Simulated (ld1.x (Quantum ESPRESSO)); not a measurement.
Transferability test, TM potential for phosphorus (P)

```
Element                 : P (Z = 15)
Generator               : ld1.x (Quantum ESPRESSO) 7.5
Type                    : norm-conserving Troullier–Martins (Kleinman–Bylander form)
Functional              : PBE
Relativity              : scalar-relativistic
Frozen core             : [Ne]
Valence charge          : 5
Reference configuration : 3s2 3p3
Partial waves           : 3s (bound): rc 1.30 bohr; 3p (bound): rc 1.60 bohr
Local potential         : all-electron potential smoothed inside 1.55 bohr (lloc = -1)
Core correction         : a·sin(br)/r model core, default radius (core density twice the valence density)
```

Energies are relative to the spin-unpolarised reference configuration 3s2 3p3; without spin polarisation the order of configurations can differ from experiment. The frozen-core shift is the all-electron ΔE with the core orbitals held at their reference shape minus the fully relaxed ΔE.

(1) Give the all-electron excitation energy and the error of the potential for: 3s2 3p2; 3s2 3p1; 3s2 3p0; 3s0 3p5; 3s2 3p2.5; 3s1 3p3; 3s2 3p3.3.

Levels in the configuration 3s0 3p5:

| level | all-electron (eV) | pseudo (eV) |
| --- | --- | --- |
| 3p | -6.592 | -6.586 |

Answers

(1)

```json
{"valence configuration": "3s2 3p2", "charge": "+1", "ΔE all-electron (eV)": "9.730", "error AE − PS (meV)": "+3.9", "frozen-core shift (meV)": "+1.1"}
{"valence configuration": "3s2 3p1", "charge": "+2", "ΔE all-electron (eV)": "28.877", "error AE − PS (meV)": "+28", "frozen-core shift (meV)": "+9.3"}
{"valence configuration": "3s2 3p0", "charge": "+3", "ΔE all-electron (eV)": "58.616", "error AE − PS (meV)": "+97", "frozen-core shift (meV)": "+41"}
{"valence configuration": "3s0 3p5", "charge": "0", "ΔE all-electron (eV)": "17.200", "error AE − PS (meV)": "-2.9", "frozen-core shift (meV)": "+2.3"}
{"valence configuration": "3s2 3p2.5", "charge": "+0.5", "ΔE all-electron (eV)": "3.775", "error AE − PS (meV)": "+0.6", "frozen-core shift (meV)": "+0.2"}
{"valence configuration": "3s1 3p3", "charge": "+1", "ΔE all-electron (eV)": "18.850", "error AE − PS (meV)": "+7.1", "frozen-core shift (meV)": "+2.8"}
{"valence configuration": "3s2 3p3.3", "charge": "-0.3", "ΔE all-electron (eV)": "-1.307", "error AE − PS (meV)": "+0.2", "frozen-core shift (meV)": "0.0"}
```
